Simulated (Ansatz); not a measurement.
Molecule: C₃H₆O₂, net charge 0, singlet state. SMILES: COC(C)=O
Coordinates optimised at B3LYP-D3(BJ)/def2-TZVP (Ansatz, a quantum-chemistry and plane-wave program):
```xyz
11

C     -1.8543     0.1696     0.1592
C     -0.4282    -0.1404    -0.2035
O     -0.0723    -0.8339    -1.1211
O      0.4291     0.4670     0.6430
C      1.8231     0.2390     0.3870
H     -2.5223    -0.3365    -0.5316
H     -2.0217     1.2467     0.1188
H     -2.0572    -0.1540     1.1808
H      2.0924     0.5983    -0.6055
H      2.3561     0.7951     1.1531
H      2.0542    -0.8236     0.4535
```

Parts of the frozen-core correlation energy in cc-pwCVTZ (Ansatz, hartree). Frozen orbitals: 5; correlated occupied orbitals by spin: 15 and 15; virtual: 279 and 279. No spin-orbit coupling. No relativistic terms.

```csv
term,value
reference (HF),-266.93877
MP2 opposite-spin,-0.74740
MP2 same-spin,(withheld)
CCSD correlation,(withheld)
(T),(withheld)
T1 diagnostic,0.014
largest doubles amplitude,0.036
```

Complete the blanks.


- MP2 same-spin, value: -0.24040
- CCSD correlation, value: -1.01194
- (T), value: -0.04260
